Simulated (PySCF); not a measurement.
HSi, SMILES [SiH] (connectivity only; charge and spin as stated), charge +1, multiplicity 1.

Coordinates come from a r2SCAN-D4/def2-TZVPD optimisation.

Two levels are set side by side: TDA-PBE/def2-TZVPD (PySCF) and ADC(3)/aug-cc-pVDZ (PySCF). Vertical, same geometry; the bases differ. Differences are taken from unrounded values.

| quantity | ADC(3) |
|---|---|
| lowest singlet excitation (eV) | 3.20 |

**Question.** What does TDA-PBE give, and how far is it from ADC(3)? (Estimate from the structure and the level; the computed values follow.)

**Answer.** 
| quantity | TDA-PBE | TDA-PBE minus ADC(3) |
|---|---|---|
| lowest singlet excitation (eV) | 3.32 | 0.12 |

Rough cost on one machine, each run with all the roots and properties that it gave: ADC(3) against TDA-PBE about 6 times.
